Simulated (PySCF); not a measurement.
# MBr for M along the fifth-period p block

r²SCAN with triple-zeta basis sets in PySCF, for the lowest determinant that a PBE0 search found; no spin–orbit coupling. De refers to high-spin ground-configuration atoms. A positive dipole means M(−)Br(+).

```json
{"M": "In", "basis": "x2c-TZVPPall", "state (unpaired electrons)": "singlet (closed shell)", "Re (Å)": "2.558", "ωe (cm⁻¹)": "222", "De (eV)": "4.29", "μ (D)": "-3.30"}
{"M": "Sn", "basis": "def2-TZVPP", "state (unpaired electrons)": "doublet (π ↑)", "Re (Å)": "2.520", "ωe (cm⁻¹)": "243", "De (eV)": "3.66", "μ (D)": "-2.40"}
{"M": "Sb", "basis": "x2c-TZVPPall", "state (unpaired electrons)": "triplet (π ↑↑)", "Re (Å)": "2.492", "ωe (cm⁻¹)": "260", "De (eV)": "2.92", "μ (D)": "-1.74"}
{"M": "Te", "basis": "x2c-TZVPPall", "state (unpaired electrons)": "doublet (π ↑)", "Re (Å)": "2.471", "ωe (cm⁻¹)": "270", "De (eV)": "2.54", "μ (D)": "-0.93"}
{"M": "I", "basis": "x2c-TZVPPall", "state (unpaired electrons)": "singlet (closed shell)", "Re (Å)": "2.480", "ωe (cm⁻¹)": "271", "De (eV)": "2.20", "μ (D)": "-0.61"}
```

The shortest bond is that of TeBr (2.471 Å), the longest that of InBr (2.558 Å). InBr is bound most strongly (4.29 eV) and IBr least (2.20 eV).

The rows differ in basis set, which adds steps of its own.

The state changes along the series, so neighbouring rows are not always alike in their bonding.

Spin–orbit coupling is left out, which matters for elements this heavy, above all for dissociation energies. States were picked by a PBE0 search and need not be the measured ground states.
